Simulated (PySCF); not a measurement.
TDDFT excited states: C5H7NO2

C5H7NO2.
InChI=1S/C5H7NO2/c1-7-4-5-2-3-6-8-5/h2-3H,4H2,1H3

Method used: PySCF, TDDFT PBE0/def2-SVPD, vertical, gas phase, core orbitals frozen in the response. The structure is a single GFN2-xTB conformer in the gas phase; no vibrational or solvent corrections. Torsions of this conformer, `[CH3:1][O:2][CH2:3][c:4]1[cH:5][cH:6][n:7][o:8]1`: C1–O2–C3–C4 -71°, O2–C3–C4–C5 -82°.

| state | E (eV) | λ (nm) | f | \|μ\| (D) | main configurations (H = HOMO, L = LUMO) |
| --- | --- | --- | --- | --- | --- |
| S1 | 5.89 | 210.5 | 0.024 | 1.04 | H-1→L (48%), H→L (47%) |
| S2 | 6.27 | 197.6 | 0.028 | 1.08 | H-2→L (86%), H→L (10%) |
| S3 | 6.47 | 191.8 | 0.169 | 2.63 | H-1→L (47%), H→L (38%) |
| S4 | 7.03 | 176.5 | 0.016 | 0.76 | H-3→L (56%), H→L+1 (20%), H→L+2 (15%) |
| S5 | 7.27 | 170.5 | 0.014 | 0.71 | H→L+1 (74%), H→L+2 (11%) |
| S6 | 7.54 | 164.5 | 0.0096 | 0.58 | H-1→L+1 (83%), H→L+3 (9%) |

Triplets (Tamm–Dancoff): T1 4.18 eV, H→L (74%), H-1→L (19%); T2 5.33 eV, H-2→L (65%), H-1→L (14%).

The lowest singlet comes at 210 nm (568 kJ/mol) in the ultraviolet; it is weak; its leading configuration is HOMO-1→LUMO (48%). The strongest level in the table is S3 at 6.47 eV (192 nm, f = 0.169). Löwdin shares by element: HOMO carbon 38% or more, oxygen 23% or more, nitrogen 18% (atoms not listed hold the other 21%); LUMO carbon 34% or more, nitrogen 20%, oxygen 17% or more (atoms not listed hold the other 29%). The oscillator strengths of these states sum to 0.260; summed over the whole spectrum of an exact calculation they would give the number of electrons, 60 (Thomas–Reiche–Kuhn). Of the 6 states listed, 5 reach f = 0.01 and none stays under 0.0005. The listed states span 1.65 eV, and the widest gap between neighbours is 0.56 eV (S3 to S4). Only the lowest 6 singlets were computed, as vertical energies without vibronic structure.
